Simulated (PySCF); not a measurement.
# Hartree-Fock beside MP2: BGeH4O anion

Calculated results; nothing here was measured. They come from PySCF 2.14.0, an open-source quantum chemistry program, on an isolated molecule that a program drew, which may never have been made. The molecule is BGeH4O anion (charge -1, singlet), drawn as the SMILES string `[BH3-][GeH]=[O]`.

The geometry was optimised and harmonic frequencies were computed with HF and MP2, all in the aug-cc-pVDZ basis, for the commonest isotopes, with a restricted reference for singlets and an unrestricted one otherwise, and a frozen core in MP2. Germanium has the aug-cc-pVDZ-PP basis, with a core potential (ECP10MDF) in place of its 10 inner electrons, and its 3s, 3p and 3d shells are frozen in MP2. Each result is a local minimum of its method.

Geometry at the HF minimum:
```xyz
7
BGeH4O anion, angstrom
B    -0.6560    0.3703    1.0859
Ge    0.9457    0.1514   -0.2556
O     2.1463    1.1205   -0.8569
H    -0.6888    1.5060    1.5317
H    -1.6441    0.0785    0.4120
H    -0.4422   -0.4881    1.9419
H     1.0862   -1.3069   -0.8902
```

Lengths of the bonds as drawn, in Å (atoms numbered as above):
| bond | HF | MP2 |
|---|---|---|
| B1-Ge2 | 2.101 | 2.080 |
| Ge2-O3 | 1.656 | 1.717 |
| B1-H4 | 1.221 | 1.222 |
| B1-H5 | 1.231 | 1.232 |
| B1-H6 | 1.231 | 1.232 |
| Ge2-H7 | 1.597 | 1.606 |

Rotational constants, in GHz:
| constant | HF | MP2 |
|---|---|---|
| A | 28.88 | 28.11 |
| B | 5.155 | 5.079 |
| C | 4.536 | 4.458 |

Harmonic frequencies in cm^-1, each column in rising order, so a row needn't be the same motion in every method:
| rank | HF | MP2 |
|---|---|---|
| 1 | 102 | 108 |
| 2 | 195 | 179 |
| 3 | 359 | 328 |
| 4 | 445 | ? |
| 5 | 691 | 629 |
| 6 | 712 | 655 |
| 7 | 878 | 810 |
| 8 | 963 | 851 |
| 9 | 1119 | 1028 |
| 10 | 1225 | 1157 |
| 11 | 1232 | 1161 |
| 12 | 1897 | 1838 |
| 13 | 2409 | 2397 |
| 14 | 2417 | 2436 |
| 15 | 2495 | 2507 |

**Estimate the missing MP2 frequency from the HF column.**

A single factor s that minimises the squared misfit of MP2 against s times HF over the other rows is sum(HF x MP2) / sum(HF^2) = 0.9789, with an rms misfit of 50 cm^-1. For rank 4 it gives 0.9789 x 445 = 436 cm^-1. The calculation gives 470 cm^-1, 34 cm^-1 above the estimate. The drawn bonds are on average 0.6 % longer in MP2 than in HF.
